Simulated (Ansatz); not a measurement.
Two isomers of C2H8GeO: A = `CO[CH2][GeH3]`, B = `[CH3][GeH2][CH2]O`.

Program: Ansatz. Geometries: PBE0-D4/def2-TZVP. ΔE: electronic, gas phase. CCSD(T)/CBS adds triple-zeta CCSD(T) − MP2 to the extrapolated MP2 energy (def2 sets, frozen cores). Functionals use def2-TZVPP. B3LYP here is the variant with VWN-RPA as its local correlation; programs differ in this. For Ge outer-core shells are correlated without core-valence functions, which leaves a few kJ/mol of doubt a bond. Scalar relativity is left out up to krypton. One conformer a species, not always the lowest.

Question: Which isomer does CCSD(T)/CBS put lower? Give the gap. (Estimate.)

Answer: Computed: B, by 67.3 kJ/mol.

Question: Give E(B) − E(A) in kJ/mol with ωB97M-V, CCSD/def2-TZVPP, B3LYP-D4, HF/def2-TZVPP, BLYP-D4, r2SCAN-D4, MP2/def2-TZVPP. (An estimate is asked.)

Answer: Ansatz gave: ωB97M-V -63.7, CCSD/def2-TZVPP -64.6, B3LYP-D4 -59.3, HF/def2-TZVPP -50.3, BLYP-D4 -58.6, r2SCAN-D4 -64.1, MP2/def2-TZVPP -71.6. None reverses the order clearly.

Question: Does the order hold for the free energy at 298.15 K (harmonic terms from PBE0-D4)? (An estimate is asked.)

Answer: Ansatz gave: Yes: G(B) − G(A) = -65.2 kJ/mol, for one conformer each.

Largest T1 diagnostic: 0.011.

At CCSD(T), def2-SVP lies +21.6 kJ/mol from the extrapolated value and def2-TZVPP +1.7 kJ/mol. In def2-TZVPP, CCSD(T) changes the Hartree–Fock value by −15.4 kJ/mol (the triples alone add −1.0 kJ/mol) and MP2 by −21.4 kJ/mol.
